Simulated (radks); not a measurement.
Pt3+, configuration [Xe] 4f14 5d7 (the NIST ground configuration).

Calculated with a radial shooting solver on a logarithmic mesh with Libxc functionals: scalar-relativistic Kohn-Sham, r2SCAN, spin-polarised, spherical densities, finite nucleus; open shells are filled with parallel spins first (spin-orbit coupling, left out, can overturn this in heavy ions); meta-GGA in the generalised Kohn-Sham scheme; Fermi nuclear charge, rms radius 5.427 fm.

Energy parts (eV):
| part | energy |
|---|---|
| total | -500949.98 |
| kinetic | 558460.89 |
| electron-nucleus | -1242038.71 |
| Hartree | 192252.81 |
| exchange-correlation | -9624.97 |

Orbitals (lengths in bohr, moments of r in powers of bohr; <r^-3> diverges for s and p1/2):
1s down: occ. 1; eigenvalue (eV) -78532.35; <r> 0.01715
1s up: occ. 1; eigenvalue (eV) -78532.34; <r> 0.01715
2s up: occ. 1; eigenvalue (eV) -13853.75; <r> 0.07235
2s down: occ. 1; eigenvalue (eV) -13853.40; <r> 0.07235
2p up: occ. 3; eigenvalue (eV) -12010.30; <r^-3> 24240; <r> 0.06523
2p down: occ. 3; eigenvalue (eV) -12010.03; <r^-3> 24250; <r> 0.06523
3s up: occ. 1; eigenvalue (eV) -3292.137; <r> 0.1869
3s down: occ. 1; eigenvalue (eV) -3292.093; <r> 0.1869
3p up: occ. 3; eigenvalue (eV) -2752.873; <r^-3> 5533; <r> 0.1880
3p down: occ. 3; eigenvalue (eV) -2752.801; <r^-3> 5533; <r> 0.1880
3d up: occ. 5; eigenvalue (eV) -2166.516; <r^-3> 689.8; <r> 0.1705
3d down: occ. 5; eigenvalue (eV) -2166.310; <r^-3> 689.7; <r> 0.1705
4s up: occ. 1; eigenvalue (eV) -741.7540; <r> 0.4150
4s down: occ. 1; eigenvalue (eV) -741.4766; <r> 0.4151
4p up: occ. 3; eigenvalue (eV) -564.1092; <r^-3> 1317; <r> 0.4415
4p down: occ. 3; eigenvalue (eV) -563.8701; <r^-3> 1316; <r> 0.4416
4d up: occ. 5; eigenvalue (eV) -347.1463; <r^-3> 143.4; <r> 0.4681
4d down: occ. 5; eigenvalue (eV) -346.8588; <r^-3> 143.3; <r> 0.4680
5s up: occ. 1; eigenvalue (eV) -140.0478; <r> 0.9550
5s down: occ. 1; eigenvalue (eV) -138.0904; <r> 0.9499
4f up: occ. 7; eigenvalue (eV) -106.5664; <r^-3> 27.07; <r> 0.5164
4f down: occ. 7; eigenvalue (eV) -106.1310; <r^-3> 27.16; <r> 0.5147
5p up: occ. 3; eigenvalue (eV) -93.5468; <r^-3> 215.3; <r> 1.097
5p down: occ. 3; eigenvalue (eV) -91.0751; <r^-3> 220.0; <r> 1.090
5d up: occ. 5; eigenvalue (eV) -40.1469; <r^-3> 14.32; <r> 1.473
5d down: occ. 2; eigenvalue (eV) -37.3052; <r^-3> 14.39; <r> 1.484
6s up: occ. 0; eigenvalue (eV) -32.4768; <r> 2.299
6s down: occ. 0; eigenvalue (eV) -30.6090; <r> 2.369
6p up: occ. 0; eigenvalue (eV) -22.6090; <r^-3> 30.78; <r> 2.828
6p down: occ. 0; eigenvalue (eV) -21.6263; <r^-3> 26.65; <r> 2.918

The highest occupied level is 5d down at -37.305 eV. The electron density at the nucleus is 2.116e+06 e/bohr^3 (large components only).
